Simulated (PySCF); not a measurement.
BeAl: from constants to spectrum

UHF-CCSD(T) constants of BeAl, ²Π (doublet), unpaired electrons π ↑ (basis Be aug-cc-pVDZ, Al aug-cc-pV(D+d)Z; no relativity; PySCF 2.14; masses 9.0122 and 26.9815 u):

```
ωe            : 362.2 cm⁻¹
ωexe          : 7.53 cm⁻¹
Be            : 0.41112 cm⁻¹
αe            : 0.00799 cm⁻¹
De to Be + Al : 0.425 eV
```

Task: What force constant and bond length do these constants imply?

Result: Reduced mass μred = 6.7557 u; k = 5.8918×10⁻⁷·μred·ωe² (u, cm⁻¹, mdyn/Å) = 0.522 mdyn/Å; Re = √(16.8576/(μred·Be)) (u, cm⁻¹, Å) = 2.464 Å.

Task: Estimate the centrifugal constant D from the Kratzer relation and find the Dunham coefficient a1.

Result: D = 4Be³/ωe² = 2.12e-06 cm⁻¹; a1 = −1 − αeωe/(6Be²) = -3.85.

Correlated steps freeze 5 core orbitals. Correlated levels converge slowly with the basis: in double zeta they bind strong bonds too weakly, by up to about 1 eV, and carry superposition errors of some tenths. The state was picked by a PBE0 search and need not be the measured ground state.
